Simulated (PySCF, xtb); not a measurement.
C₂H₉NOSi₂, SMILES C=CO[SiH2]N[SiH3]. One conformer was computed; it need not be the lowest.

Harmonic wavenumbers (cm⁻¹) from GFN2-xTB (xtb) at its own minimum, in rising order: 17, 42, 49, 89, 149, 169, 248, 355, 424, 533, 576, 580, 618, 679, 714, 744, 757, 777, 786, 802, 826, 832, 986, 1004, 1023, 1191, 1205, 1314, 1377, 1696, 2211, 2250, 2263, 2277, 2322, 3018, 3126, 3165, 3459.

**Question.** What does B3LYP-D3(BJ)/def2-SVP (PySCF) give at its own minimum? (An estimate is asked for; the answer gives what the named calculation found.)

**Answer.** 38, 56, 62, 80, 149, 219, 283, 426, 478, 597, 625, 720, 724, 753, 769, 839, 863, 912, 938, 949, 952, 968, 986, 1009, 1040, 1205, 1225, 1336, 1411, 1721, 2203, 2215, 2243, 2255, 2276, 3120, 3161, 3265, 3555. Paired by order, the mean absolute difference is 58 cm⁻¹ and the zero-point energies are 63.8 and 66.7 kcal/mol.
